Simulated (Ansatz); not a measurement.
Z-matrix (Å, degrees):
```
C
O 1 1.416
Si 1 1.906 2 105.1
N 1 1.443 2 109.8 3 -123.7
H 1 1.101 2 110.4 3 118.4
H 2 0.965 1 105.9 3 160.8
S 3 2.139 1 107.5 2 -69.2
H 3 1.485 1 111.9 2 54.2
H 3 1.486 1 109.9 2 176.7
H 4 1.010 1 112.4 2 -152.5
H 4 1.015 1 112.0 2 84.1
H 7 1.346 3 92.7 1 57.2
```

The species carries charge 0 and has multiplicity 1.

Q: List the CAM-B3LYP/def2-TZVPP orbital energies in eV (Ansatz 0.2.0). (Estimate.)

A: Ansatz gave: Occupied: -2419.66, -1801.34, -522.55, -391.48, -280.78, -217.73, -162.30, -162.22, -162.11, -145.89, -101.25, -101.20, -101.18, -30.45, -26.37, -22.21, -20.02, -16.76, -16.14, -15.71, -13.76, -13.33, -12.71, -11.46, -11.11, -10.55, -9.91, -8.95, -8.41. Lowest empty: 1.24, 1.63, 1.77, 2.32, 2.46, 3.04, 3.36, 3.55.
